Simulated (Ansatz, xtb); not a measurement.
# Two isomers of NSSbSi

Structure X is the triplet with the links of `S=[Si]=[N+]=[Sb-]` and structure Y is `[Si]=[N][Sb]=[S]`, a singlet. Both are isolated molecules in the gas phase, relaxed with r2SCAN-D4/def2-SVP; the shapes shown needn't be the lowest conformers.

X (Å):

```yaml
atoms:
  - { symbol: N, position_ang: [0.0000, 0.0000, -0.7700] }
  - { symbol: S, position_ang: [0.0000, 0.0000, 2.7397] }
  - { symbol: Sb, position_ang: [0.0000, 0.0000, -2.7705] }
  - { symbol: Si, position_ang: [0.0000, 0.0000, 0.8008] }
```

Y (Å):

```xyz
4

N    -0.5636    0.0294   -0.2386
S     2.4065   -1.2047    0.8344
Sb    1.4287    0.2494   -0.5743
Si   -2.1336   -0.0980   -0.0204
```

**Question.** Which of the two would you expect CCSD(T)/def2-TZVPP electronic energies to favour?

**Answer.** Structure Y; the calculation gives E(Y) − E(X) = −17.0 kcal/mol.

How the difference moves with the method:

| level | geometry | E(Y) − E(X) (kcal/mol) | departure from the last row (kcal/mol) | job, with rough time for the two |
| --- | --- | --- | --- | --- |
| r2SCAN-D4/def2-SVP | r2SCAN-D4/def2-SVP | −11.0 | +6.0 | optimisation, 3.6 min |
| HF/def2-TZVPP | r2SCAN-D4/def2-SVP | +6.9 | +23.9 | part of the CCSD(T) run |
| MP2/def2-TZVPP | r2SCAN-D4/def2-SVP | −15.2 | +1.8 | part of the CCSD(T) run |
| CCSD(T)/def2-TZVPP | r2SCAN-D4/def2-SVP | −17.0 |  | single point, 3 min |

As drawn, Y has 1 N–Sb, 1 S=Sb in place of 1 S=Si, 1 N=Sb.

HF/def2-TZVPP puts the two in the other order. The largest departure from CCSD(T)/def2-TZVPP is that of HF/def2-TZVPP, 23.9 kcal/mol. Levels run at GFN2-xTB geometries aren't shown. The triplet state of X needn't be its ground state.

With harmonic frequencies from r2SCAN-D4/def2-SVP (ideal gas, rigid rotor, one conformer each, 298.15 K, 1 atm): on the last row, ΔE + ΔZPE = −17.2 kcal/mol. A mode under 50 cm⁻¹ makes harmonic enthalpies and free energies unreliable, so none is given.

The T1 diagnostic of structure Y is large, so the coupled-cluster value is less sure. Open shells are spin-unrestricted. The correlated steps freeze 15 core orbitals; the filled d shell of Sb is correlated, in a basis made for valence electrons. Atoms past krypton carry core potentials in the def2 sets and no spin–orbit term is included. ΔG holds the spin degeneracy. Codes used: Ansatz 0.2.0; the last row on 1 thread of Arm Neoverse V1 on a shared host.
